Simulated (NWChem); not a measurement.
Species: AlBrCl₂; SMILES [Al]([Cl])([Br])[Cl]

All runs: NWChem. Pople sets run with spherical d functions. Geometry: optimised at PBE0/def2-SVP.

### Question
Order these runs by computing time, cheapest first, and give rough ratios: PBE/STO-3G; PBE/def2-QZVP; PBE/6-311G**.

### Answer
PBE/STO-3G (1), PBE/6-311G** (9), PBE/def2-QZVP (100). Ratios are rough, from one shared machine; the cheapest took very roughly 2.5 core-seconds. What differs between the cheapest and the dearest: highest occupied level (eV) -4.73 → -7.69; orbital gap (eV) 5.57 → 5.33; dipole (D) 0.99 → 0.28.
